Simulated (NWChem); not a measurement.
Molecule: CH6BN; SMILES BNC

```xyz
9

B      0.2300    -1.3584     0.0000
H     -0.4328    -2.3707     0.0000
H      1.4410    -1.3823     0.0000
N     -0.4209    -0.1328     0.0000
C      0.1788     1.1783     0.0000
H     -1.4353    -0.1210     0.0000
H     -0.1099     1.7627     0.8904
H     -0.1099     1.7627    -0.8904
H      1.2725     1.0781     0.0000
```
Atoms are numbered in this order, from 1.

All runs use the structure optimised with PBE0/def2-SVP.

Problem. Give the principal values of the shielding tensors (ppm) of B1, N4, C5 from B3LYP/6-31G* (spherical d), GIAO (NWChem), with their diamagnetic and paramagnetic parts as GIAO splits them.

Solution. 
```csv
atom,σ11,σ22,σ33,isotropic,diamagnetic,paramagnetic
B1,49.6,64.0,122.6,78.8,200.0,-121.2
N4,40.3,171.8,221.2,144.4,315.6,-171.2
C5,135.1,137.3,187.6,153.3,248.5,-95.2
```
